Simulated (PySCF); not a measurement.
Planning an excited-state job on `[SH][GeH]1[O]CC[O]1`.

Method: TDDFT B3LYP/def2-SVPD, vertical, gas phase, core orbitals frozen in the response (PySCF 2.14.0, density-fitted response routines). Geometry: GFN2-xTB. Work: 8 singlets by full TDDFT, 3 Tamm–Dancoff triplets, polarisability, density fitting. The input is one job of a driver script: a line of settings, then coordinates in Å.

Command:
```bash
OMP_NUM_THREADS=1 python probes_run.py task.json out
```

Input:
```
{"job": {"kind": "uv", "xc": "B3LYP", "basis": "def2-SVPD", "nstates": 8, "ntriplets": 3}, "charge": 0, "multiplicity": 1}
S      2.973559     0.923048     0.520920
Ge     0.973993     0.999375    -0.389172
O     -0.421777     1.054676     0.732470
C     -1.167535    -0.140847     0.687936
C     -0.845859    -0.889426    -0.619091
O      0.486490    -0.616196    -0.989279
H      2.771828    -0.283667     1.039404
H      0.834302     2.123153    -1.396043
H     -0.907974    -0.760449     1.552657
H     -2.228190     0.114385     0.734628
H     -0.944852    -1.968671    -0.488755
H     -1.522786    -0.556069    -1.411704
```

Hardware: Intel Xeon at 2.50 GHz, one thread, on a shared host. PySCF's memory limit was set to 1040 MB.

Task: How large is the basis?

Result: 199 functions for 82 electrons, with 853 fitting functions; the fitted three-index integrals, 853 × 199 × 200/2 numbers of 8 bytes, come to 130 MiB.

Task: Which is nearest to the wall time?
A. 9.5 s
B. 10 min
C. 76 s

Result: C. The run took 76 s. The SCF took 12 cycles.

Task: Estimate the peak memory.

Result: About 0.77 GiB. Peak memory is the resident size of the whole Python process, interpreter and libraries included.

Task: At this speed, how long would 500 such jobs take on 64 cores, one job a core?

Result: 500/64 gives 8 rounds of 76 s, about 10 min of wall time and 11 core-hours, if the jobs don't slow each other.

Times come from a shared host and carry two figures at best.

The run converged: HOMO -7.51 eV, LUMO -0.66 eV; lowest singlet 5.80 eV; lowest triplet 5.39 eV (Tamm–Dancoff); mean polarisability 79.7 au.
